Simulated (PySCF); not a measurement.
ReF₆, SMILES [F][Re+]([F])([F])([F])([F])[F], charge +1, multiplicity 1.

The structure is a stationary point at B3LYP-D3(BJ)/def2-SVP. The spin state was assumed, not searched. The isomer is the one that the SMILES or the coordinates give; other isomers of the formula were not compared. The def2 effective core potentials stand for the cores of Re; spin–orbit coupling is left out.

These are B3LYP-D3(BJ)/def2-SVP (PySCF 2.14.0) values and carry that method's errors.

Frequencies are harmonic and unscaled.

Modes within 1.5 cm⁻¹ of each other (mostly degenerate sets) share a row, with their intensities summed.

```
mode   ν (cm⁻¹)  IR (km/mol)  Raman (Å⁴/amu)  depolarisation  moving atoms (share of kinetic energy)
-----  --------  -----------  --------------  --------------  --------------------------------------
1–3         142          0.0             0.0               –                                 F 100 %
4–6         260         79.5             0.0               –                         F 78 %, Re 22 %
7–9         341          0.0             9.7            0.75                                 F 100 %
10–11       745          0.0            19.4            0.75                                 F 100 %
12–15       798        513.7            30.0               –                         F 84 %, Re 16 %
```
